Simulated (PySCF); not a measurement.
# `BP[SiH2]B(OC)OC`, C₂H₁₁B₂O₂PSi

Geometry:
| atom | x (Å) | y (Å) | z (Å) |
| --- | --- | --- | --- |
| B1 | 2.734 | -0.495 | 0.430 |
| P2 | 2.393 | 1.272 | 0.117 |
| Si3 | 0.542 | 1.259 | -1.173 |
| B4 | -0.767 | -0.008 | -0.404 |
| O5 | -1.367 | 0.062 | 0.806 |
| C6 | -1.161 | 1.085 | 1.745 |
| O7 | -1.031 | -1.072 | -1.192 |
| C8 | -1.887 | -2.133 | -0.818 |
| H9 | 1.887 | -1.128 | 0.939 |
| H10 | 3.791 | -0.961 | 0.253 |
| H11 | 3.375 | 1.640 | -0.776 |
| H12 | 0.953 | 0.974 | -2.558 |
| H13 | 0.198 | 2.696 | -1.184 |
| H14 | -0.307 | 1.717 | 1.479 |
| H15 | -0.978 | 0.625 | 2.719 |
| H16 | -2.061 | 1.702 | 1.806 |
| H17 | -2.916 | -1.889 | -1.092 |
| H18 | -1.839 | -2.312 | 0.257 |
| H19 | -1.567 | -3.023 | -1.362 |

Method used: GIAO PBE0/pcSseg-1 magnetisability, rotational g tensor and spin-rotation constants, non-relativistic, gas phase (PySCF 2.14.0). Geometry: GFN2-xTB.

(1) What are the magnetisability and the molar susceptibility?

(2) Split it along the inertial axes a, b, c into diamagnetic and paramagnetic parts about the centre of mass, with the quadrupole moment.

(3) And the rotational g tensor?

Answers

(1) Isotropic -1440 × 10⁻³⁰ J/T², or -86.7 × 10⁻⁶ cm³/mol; principal values -1626, -1413, -1282 × 10⁻³⁰ J/T², anisotropy 301 × 10⁻³⁰ J/T² (root of half the summed squared differences of the principal values). The susceptibility is in cgs units.

(2) 
```
axis  χ (10⁻⁶ cm³/mol)  diamagnetic (10⁻⁶ cm³/mol)  paramagnetic (10⁻⁶ cm³/mol)  summed x² of all electrons (Å²)  quadrupole Θ (D Å)
   a             -84.6                      -812.0                        727.5                            286.4               +2.08
   b             -87.3                     -1543.6                       1456.3                            114.0               +2.03
   c             -88.4                     -1698.5                       1610.2                             77.4               -4.10
```
Anisotropies 2χaa − χbb − χcc = +6.6 and 2χbb − χaa − χcc = -1.8 × 10⁻⁶ cm³/mol. Θ is traceless in Buckingham's convention.

(3) 
```tsv
axis	rotational constant (GHz)	g	nuclear part	electronic part
a	1.8393	-0.0272	0.6014	-0.6286
b	0.8332	-0.0112	0.5588	-0.5700
c	0.7563	-0.0085	0.5636	-0.5721
```
Asymmetric top; isotopes 11B, 12C, 1H, 16O, 31P, 28Si; no vibrational averaging.
